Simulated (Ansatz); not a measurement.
Born–Oppenheimer molecular dynamics of BCl$_{2}$H$_{6}$NO$_{2}$ (12 atoms, charge 0, multiplicity 1). It starts from a rough guess of a transition structure, not a stationary point.

Theory: UHF/6-31G (Ansatz).

```json
{
  "ensemble": "NVE (velocity Verlet)",
  "time step": "0.5 fs",
  "steps asked": "116",
  "starting velocities drawn for": "300 K",
  "seed": "711724"
}
```

First frame:

```xyz
12
Properties=species:S:1:pos:R:3
B -0.851 -0.002 -0.890
N 0.086 -1.223 0.046
Cl -0.041 0.272 -2.415
Cl -2.565 -0.397 -0.845
H 0.504 1.180 0.697
O -0.598 1.416 0.096
H 0.980 -0.471 0.705
O 1.525 0.584 1.172
H 0.530 -1.876 -0.585
H -0.522 -1.717 0.684
H -1.294 1.429 0.756
H 2.244 0.806 0.578
```

**Question.** How far do the bonds stretch over the last three quarters of this one trajectory? (Pairs bonded in most of those frames.)

**Answer.** 
```csv
bond,mean (Å),spread (Å),shortest,longest
B1–N2,1.673,0.159,1.45,1.88
B1–Cl3,1.991,0.059,1.87,2.10
B1–Cl4,1.952,0.098,1.84,2.11
B1–O6,1.418,0.129,1.24,1.61
N2–H7,1.085,0.126,0.88,1.26
N2–H9,1.011,0.031,0.96,1.06
N2–H10,1.008,0.011,0.98,1.03
H5–O8,0.972,0.063,0.87,1.07
O6–H11,0.955,0.011,0.93,0.97
O8–H12,0.961,0.039,0.89,1.02
```

Mean temperature of the second half: 1222 K. The conserved energy stayed within 1.8 meV per atom of its start (net change -0.61 meV per atom), so the integration is sound. The system heated up, since it started high on the potential surface and ran downhill. A run of 0.058 ps of so small a system gives no equilibrium averages. The orbitals stay closed-shell, which can raise the energy where a bond breaks towards radicals; this wasn't checked here. Limits of this set-up: no polarisation functions.

The run took 16 min on 1 CPU thread of a shared host.
